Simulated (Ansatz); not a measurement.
Program: Ansatz. Geometries: PBE0-D4/def2-TZVP. ΔE: electronic, gas phase. CBS: MP2 limit from def2 TZ/QZ plus the TZ coupled-cluster correction, frozen cores. This one scheme is used for every species. DFT in def2-TZVPP. def2 core potentials past Kr. For Te outer-core shells are correlated without core-valence functions, which leaves a few kJ/mol of doubt a bond.

`CB[TeH]` + H₂ → H₂Te + `BC`  (hydrogenolysis of a Te–B bond)

```csv
species,ωB97M-V energy (Eh)
`CB[TeH]`,-333.94173
H₂,-1.16132
H₂Te,-269.17268
`BC`,-65.90998
```

(1) Work out ΔE.

(2) What do rigid-rotor, harmonic-oscillator terms from PBE0-D4/def2-TZVP frequencies (298.15 K, 1 bar) make of the CCSD(T)/CBS value? (An estimate is asked.)

Largest T1 diagnostic among the species: 0.013.

Answers

(1) ΔE = (-269.17268) + (-65.90998) − (-333.94173) − (-1.16132) = 0.02039 Eh = +53.5 kJ/mol. CCSD(T)/CBS gives +65.0 kJ/mol.

(2) The calculation gave: ΔZPE = +3.9 kJ/mol, ΔH = +67.0 kJ/mol, ΔS = 35 J/(mol·K), ΔG = +56.5 kJ/mol.

From BLYP to BHLYP (50 % exact exchange), in def2-TZVPP and without D4, ΔE moves by −10.9 kJ/mol. In def2-TZVPP, CCSD(T) changes the Hartree–Fock value by +37.1 kJ/mol (the triples alone add +8.4 kJ/mol) and MP2 by +47.7 kJ/mol.
